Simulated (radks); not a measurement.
Spherical jellium clusters: N electrons in a uniform positive sphere of charge N and radius rs N^(1/3), rs = 4.76 bohr. Calculated with a radial shooting solver with Libxc functionals: non-relativistic Kohn-Sham, PBEsol, spin-polarised, spherical densities. Levels are named by radial order and angular momentum (1s, 1p, 1d, 2s, ...), and open shells are averaged over m.

N = 2, configuration 1s2. This is the lowest configuration that the search found. Occupied and some empty levels:

level  occupation  eigenvalue (eV)  <r> (bohr)
1s              2          -2.7631       4.694
1p              0          -1.2000       6.533

Energy (eV): total -3.33703, kinetic 2.3811, external -21.187, Hartree 10.454, exchange-correlation -5.8747, background 10.890.
